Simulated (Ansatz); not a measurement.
Ansatz (a first-principles code) input (B2PLYP/def2-TZVPD):

Ansatz 0.2 input:
```yaml
crystal:
  periodic: [false, false, false]
  atoms:
    - {symbol: Ti, position_ang: [1.12684954, -0.41087601, 0.01085392]}
    - {symbol: O, position_ang: [2.11951871, -0.39208638, -1.26634104]}
    - {symbol: Br, position_ang: [-1.19276684, 0.34788467, 0.28262691]}
basis:
  gaussian:
    orbitals: def2-TZVPD
hamiltonian:
  xc: {name: B2PLYP}
total_charge: -1
magnetization: {spin_polarized: true, initial_magnetization: 2}
correlation: {electrons: outside_noble_gas}
```

Output:

```
Functional definition: B2PLYP
integrals: 0.19 GiB planned
1036 factors; integrals over basis functions are off by at most 1.1e-3 eV
mean field: 1.14 GiB planned
mean field evaluation 1: about -95184.6076 eV, gradient 2.8e1 eV
mean field evaluation 2: about -95184.6510 eV, gradient 2.8e1 eV
mean field evaluation 4: about -95188.2531 eV, gradient 1.0e1 eV
mean field evaluation 8: about -95188.7334 eV, gradient 1.0e0 eV
mean field evaluation 16: about -95188.7832 eV, gradient 4.6e-2 eV
mean field evaluation 32: about -95188.7835 eV, gradient 2.0e-5 eV
mean field evaluation 64: about -95187.8805 eV, gradient 5.4e0 eV
mean field -95188.78346396 eV, -3498.1232710257 hartree, gradient 7.1e-10 eV, S^2 2.013053; 4 other end points of the search recorded, 0 dependent functions left out
24 core orbitals not correlated
reference -95188.78359995 eV, -3498.1232760231 hartree; 10, 8 occupied and 111, 113 virtual orbitals, 1036 factors
second order -18.55877243 eV of doubles, -0.00000000 eV of singles
Total energy: -95193.79446850 eV, -3498.3074220460 hartree
```

This state (charge -1, triplet) is run at the relaxed geometry of the species with charge 0 and multiplicity 2.
